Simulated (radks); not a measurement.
Values are calculated unless marked as measured or tabulated.
Species: Se2+. Configuration: [Ar] 3d10 4s2 4p2. Code: a radial shooting solver on a logarithmic mesh with Libxc functionals. Model: Dirac Kohn-Sham, LDA (Slater exchange, Perdew-Wang correlation), spin-unpolarised, spherical densities, finite nucleus; open shells fill j = l - 1/2 first; Fermi nuclear charge, rms radius 4.14 fm.

Unscreened Slater integrals over Kohn-Sham orbitals (hartree). Large and small components are both included. Empty in this configuration: 4p3/2.

integral,value
"F0(4p1/2,4p1/2)",0.45946
"F0(4p1/2,4s1/2)",0.49176
"G1(4p1/2,4s1/2)",0.32938
"F0(4p1/2,3d5/2)",0.59527
"G3(4p1/2,3d5/2)",0.040897
"F0(4p1/2,3d3/2)",0.59566
"G1(4p1/2,3d3/2)",0.044787
"F0(4p1/2,4p3/2)",0.45585
"G2(4p1/2,4p3/2)",0.24002
"F0(4s1/2,4s1/2)",0.53325
"F0(4s1/2,3d5/2)",0.67808
"G2(4s1/2,3d5/2)",0.062476
"F0(4s1/2,3d3/2)",0.67861
"G2(4s1/2,3d3/2)",0.061697
"F0(4s1/2,4p3/2)",0.48716
"G1(4s1/2,4p3/2)",0.32338
"F0(3d5/2,3d5/2)",1.4589
"F2(3d5/2,3d5/2)",0.69170
"F4(3d5/2,3d5/2)",0.43371
"F0(3d5/2,3d3/2)",1.4638
"F2(3d5/2,3d3/2)",0.69388
"G2(3d5/2,3d3/2)",0.69258
"G4(3d5/2,3d3/2)",0.43428
"F0(3d5/2,4p3/2)",0.58677
"F2(3d5/2,4p3/2)",0.12353
"G1(3d5/2,4p3/2)",0.043318
"G3(3d5/2,4p3/2)",0.039320
"F0(3d3/2,3d3/2)",1.4689
"F2(3d3/2,3d3/2)",0.69612
"F0(3d3/2,4p3/2)",0.58715
"F2(3d3/2,4p3/2)",0.12273
"G1(3d3/2,4p3/2)",0.042807
"G3(3d3/2,4p3/2)",0.038906
"F0(4p3/2,4p3/2)",0.45235
"F2(4p3/2,4p3/2)",0.23841
